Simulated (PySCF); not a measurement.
Coordinates in bohr (charge 0 multiplicity 1):
```
In    0.0000    0.0000    0.0000
H     3.2587    0.0000    0.0000
H    -1.6293    2.8221    0.0000
H    -1.6294   -2.8221    0.0000
```

These are results of PySCF, PBE0, basis In def2-TZVP with ECP28, H def2-TZVP (scalar-relativistic core potentials, no spin–orbit coupling, density fitting), not measurements.

This geometry of InH3 is a stationary point at this level.

Question: What is the point group?

Answer: D3h.

Question: Is it a minimum?

Answer: Yes: all harmonic wavenumbers are real.

Question: Which band is strongest in the infrared?

Answer: 1818 cm⁻¹ (e'), 608 km/mol.

Question: Give the atomic charges and bond orders.

Answer: 
| atom | Mulliken | Löwdin | polar tensor | Mayer order to In1 |
| --- | --- | --- | --- | --- |
| In1 | 0.32 | 0.27 | 1.02 | – |
| H2,3,4 | -0.11 | -0.09 | -0.34 | 0.93 |

Question: Give the ideal-gas entropy at 298.15 K and 1 bar by parts.

Answer: translation 168.3, rotation 55.3, vibration 5.5, spin 0.0; total 229.1 J/(mol K).
